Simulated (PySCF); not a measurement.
**Computed structure and properties of [Sm(CH3)2]+**

System: [Sm(CH3)2]+ (singlet in the valence; each metal's 4f electrons, 5 of them, lie in its core potential, out of spins and levels); start: displaced along the imaginary mode (C2). Method: PySCF 2.14.0, RKS PBE0, Sm lcecp-1-SVP with ECP51, C def2-SVP, H def2-SVP; non-relativistic Hamiltonian with scalar-relativistic core potentials where named; density fitting; no spin-orbit coupling.

Input of the relaxation:

```python
mol = gto.M(atom='''
Sm    -0.00000    -0.00000    -0.25731
C      1.74744     0.01741     1.24318
H      2.75036    -0.21553     0.77616
H      1.82800     1.02585     1.75518
H      1.54944    -0.74339     2.05951
C     -1.74744    -0.01741     1.24318
H     -2.75036     0.21553     0.77616
H     -1.82800    -1.02585     1.75518
H     -1.54944     0.74339     2.05951''',
    basis={'Sm': 'lcecp-1-SVP', 'C': 'def2-SVP', 'H': 'def2-SVP'},
    ecp={'Sm': 'lcecp-1-SVP'},
    charge=1, spin=0)
mf = dft.RKS(mol, xc='PBE0')
mf.grids.atom_grid = (50, 194)  # f atoms: unpruned, at least (60, 302)
mf = mf.density_fit()  # fitting sets: Sm AutoAux, C def2-universal-JKFIT, H def2-universal-JKFIT
mf.conv_tol = 1e-08; mf.max_cycle = 55
mf.kernel(dm0)  # dm0: converged density of the start geometry
# quasi-Newton relaxation in Cartesian coordinates to a largest gradient under 0.00045 Eh/bohr, steps kept in the point group
```

Run from Python with OMP_NUM_THREADS=2; the lines above give its settings. Where DIIS fails, smearing, a level shift and second-order steps follow.
It took 17 s on 2 threads of Arm Neoverse V1, with other jobs on the host, from the converged density of the start.

Course of the relaxation:

```
step  energy above end (eV)  largest force component within the symmetry (eV/Å)
   0                 0.0623                                               0.721
   1                 0.0004                                               0.066
   2                 0.0003                                               0.050
   3                 0.0001                                               0.025
   4                 0.0000                                               0.005
```

Relaxed geometry (C2):

```xyz
9

Sm    0.0000    0.0000   -0.2520
C     1.7496    0.0198    1.2443
H     2.7325   -0.2193    0.7960
H     1.8428    1.0078    1.7372
H     1.5610   -0.7118    2.0539
C    -1.7496   -0.0198    1.2443
H    -2.7325    0.2193    0.7960
H    -1.8428   -1.0078    1.7372
H    -1.5610    0.7118    2.0539
```

```
     contact      Å
Sm1–C2 (CH3)  2.302
Sm1–C6 (CH3)  2.302
```

On the finer grid (75, 302):

```json
{"HOMO": "-11.49 eV", "LUMO": "-6.90 eV", "Dipole about the centre of mass": "3.70 D", "Set of Mulliken populations of Sm1 outside the core potential": "s 2.34, p 6.09, d 1.25, f 0.03", "D3(BJ) dispersion energy (not in the energies)": "-0.131 eV"}
```

```tsv
atom	Mulliken (e)	Löwdin (e)	spin (e)
Sm1	1.28	1.16	0.00
C2	-0.53	-0.33	0.00
H3	0.12	0.08	0.00
H4	0.13	0.08	0.00
H5	0.14	0.08	0.00
C6	-0.53	-0.33	0.00
H7	0.12	0.08	0.00
H8	0.13	0.08	0.00
H9	0.14	0.08	0.00
```

The 4f levels lie in the core potential and are missing. Their spin isn't counted.

On the grid (50, 194), as all that follows. Harmonic modes: a minimum within the noise of the softest modes; lowest 25 cm⁻¹ (negative: unstable), highest 3116 cm⁻¹, zero-point energy 1.789 eV.

Taking off one CH3 (charge -1, singlet; the rest: singlet) in vacuum, both parts rigid, costs 15.39 eV; the small basis without counterpoise inflates it. Most of it is the attraction of opposite charges; other ways to part are cheaper, and one spin state was tried for the rest.

Rigid scan of CH3 along the line from its metal:

```json
{"distance to C2 (Å)": "2.00", "energy (eV)": "0.751"}
{"distance to C2 (Å)": "2.10", "energy (eV)": "0.293"}
{"distance to C2 (Å)": "2.20", "energy (eV)": "0.065"}
{"distance to C2 (Å)": "2.30", "energy (eV)": "0.000"}
{"distance to C2 (Å)": "2.40", "energy (eV)": "0.049"}
{"distance to C2 (Å)": "2.50", "energy (eV)": "0.177"}
{"distance to C2 (Å)": "2.70", "energy (eV)": "0.569"}
{"distance to C2 (Å)": "3.00", "energy (eV)": "1.285"}
{"distance to C2 (Å)": "3.40", "energy (eV)": "2.207"}
{"distance to C2 (Å)": "3.90", "energy (eV)": "3.130"}
```

One start shape was tried, so this needn't be the lowest isomer.

An lcecp potential fixes the number of 4f electrons, so in runs with it no electron can move into or out of that shell.
